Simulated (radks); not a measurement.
Trend from Zr3+ to Cd3+: ionisation energy by Delta-SCF between NIST ground configurations, and size. Calculated with a radial shooting solver on a logarithmic mesh with Libxc functionals: Dirac Kohn-Sham, BLYP, spin-unpolarised, spherical densities, finite nucleus; open shells are shared between the two j in proportion to 2j + 1; Fermi nuclear charge, rms radius of each element as measured or else 0.836 A^(1/3) + 0.57 fm.

| species | configuration | IE (eV) | NIST (eV) | kind | -e(HOMO) (eV) |
|---|---|---|---|---|---|
| Zr3+ | [Kr] 4d1 | 34.143 | 34.418 | exp. | 28.052 (4d5/2) |
| Nb3+ | [Kr] 4d2 | 36.804 | 37.61 | exp. | 30.408 (4d5/2) |
| Mo3+ | [Kr] 4d3 | 39.387 | 40.3 | semi-emp. | 32.684 (4d5/2) |
| Tc3+ | [Kr] 4d4 | 41.908 | 41 | theory | 34.898 (4d5/2) |
| Ru3+ | [Kr] 4d5 | 44.378 | 45 | theory | 37.062 (4d5/2) |
| Rh3+ | [Kr] 4d6 | 46.807 | 42 | theory | 39.186 (4d5/2) |
| Pd3+ | [Kr] 4d7 | 49.202 | 46 | theory | 41.275 (4d5/2) |
| Ag3+ | [Kr] 4d8 | 51.569 | 49 | theory | 43.337 (4d5/2) |
| Cd3+ | [Kr] 4d9 | 53.914 | 51 | theory | 45.374 (4d5/2) |

Reference values: NIST Atomic Spectra Database (exp. = measured, semi-emp. = semi-empirical, theory = theoretical value adopted there). Spin polarisation and multiplet splitting are left out, so open shells lie too high by an amount that depends on their filling. Sharing an open shell by 2j + 1 raises it above the true ground level by a part of the spin-orbit splitting, which enters the differences from NIST.

Beside tabulated values, note that spin-unpolarised runs miss the spin-polarisation part of the exchange energy of open shells.
